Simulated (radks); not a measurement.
All-electron atom: Pb XXXIV in [Kr] 4d10 4f3 (the NIST ground configuration).

Calculated with a radial shooting solver on a logarithmic mesh with Libxc functionals: scalar-relativistic Kohn-Sham, LDA (Slater exchange, VWN5 correlation), spin-polarised, spherical densities, finite nucleus; open shells are filled with parallel spins first (spin-orbit coupling, left out, can overturn this in heavy ions); Fermi nuclear charge, rms radius 5.5012 fm.

Energy parts (hartree):
total: -20291.5244
kinetic: 22985.2520
electron-nucleus: -48364.6818
Hartree: 5412.6387
exchange-correlation: -324.7333

Orbitals (lengths in bohr, moments of r in powers of bohr; r(max) is where P^2 peaks; r(90%) holds 90 % of the orbital's charge):
| orbital | occ. | eigenvalue (hartree) | <1/r> | r(90%) | r(max) |
|---|---|---|---|---|---|
| 1s down | 1 | -3279.480 | 101.2 | 0.0294 | 0.009856 |
| 1s up | 1 | -3279.480 | 101.2 | 0.0294 | 0.009856 |
| 2s up | 1 | -624.0342 | 23.77 | 0.105 | 0.05721 |
| 2s down | 1 | -624.0253 | 23.77 | 0.105 | 0.05721 |
| 2p up | 3 | -542.1570 | 20.90 | 0.100 | 0.04762 |
| 2p down | 3 | -542.1499 | 20.90 | 0.100 | 0.04762 |
| 3s up | 1 | -184.2283 | 8.840 | 0.255 | 0.1612 |
| 3s down | 1 | -184.0749 | 8.846 | 0.255 | 0.1611 |
| 3p up | 3 | -160.7008 | 8.009 | 0.263 | 0.1612 |
| 3p down | 3 | -160.5450 | 8.014 | 0.262 | 0.1611 |
| 3d up | 5 | -136.7380 | 7.513 | 0.246 | 0.1312 |
| 3d down | 5 | -136.6160 | 7.518 | 0.246 | 0.1311 |
| 4s up | 1 | -73.04728 | 4.031 | 0.520 | 0.3531 |
| 4s down | 1 | -72.83387 | 4.026 | 0.521 | 0.3532 |
| 4p up | 3 | -64.81140 | 3.685 | 0.550 | 0.3690 |
| 4p down | 3 | -64.60938 | 3.680 | 0.550 | 0.3691 |
| 4d up | 5 | -55.57111 | 3.408 | 0.569 | 0.3674 |
| 4d down | 5 | -55.37128 | 3.402 | 0.569 | 0.3676 |
| 4f up | 3 | -46.00113 | 3.150 | 0.555 | 0.3119 |
| 4f down | 0 | -45.77329 | 3.146 | 0.557 | 0.3123 |

The highest occupied level is 4f up at -1251.8 eV. Summed over all electrons, <r^2> = 4.117 bohr^2, which gives a Langevin (diamagnetic) susceptibility term of -3.26 x 10^-6 cm^3/mol. The spin density at the nucleus is -28.72 e/bohr^3 (1s 0.03, 2s -8.00, 3s -52.56, 4s 31.81). For comparison, the ionisation energy in NIST's Atomic Spectra Database is 1300 eV (theoretical). In exact Kohn-Sham theory the highest level is minus the ionisation energy, but local and semilocal functionals leave it too shallow, through self-interaction and a potential that decays too fast; potentials with the right tail come closer. The electron density at the nucleus is 2.941e+06 e/bohr^3 (large components only). Spin moment in Bohr magnetons: 3. The density falls to 0.001 e/bohr^3 at r = 1.12 bohr.
